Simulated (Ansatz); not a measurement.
Born–Oppenheimer molecular dynamics of BClF2 (4 atoms, charge 0, multiplicity 1). It starts from a relaxed structure.

All numbers below come from RKS PBE-D4/def2-SVP (Ansatz).

| Property | Result |
| --- | --- |
| ensemble | NVT, Langevin thermostat |
| time step | 2 fs |
| steps asked | 150 |
| set temperature | 300 K |
| friction | 0.005 /fs |
| seed | 212656 |

First frame:

```xyz
4
Properties=species:S:1:pos:R:3
B -0.028 0.000 -0.016
F -0.017 0.000 1.307
F 1.123 0.000 -0.668
Cl -1.546 0.000 -0.893
```

**Question.** How far do the bonds stretch over the last three quarters of this one trajectory? (Pairs bonded in most of those frames.)

**Answer.** 
```
  bond  mean (Å)  spread (Å)  shortest  longest
 B1–F2     1.325       0.012      1.30     1.35
 B1–F3     1.327       0.018      1.28     1.37
B1–Cl4     1.761       0.029      1.70     1.83
```

Mean temperature of the second half: 307 K. A run of 0.3 ps of so small a system gives no equilibrium averages.

Time of the run: 2.2 min on 1 thread of Arm Neoverse V2, with other jobs on the host, peak memory 0.097 GiB.
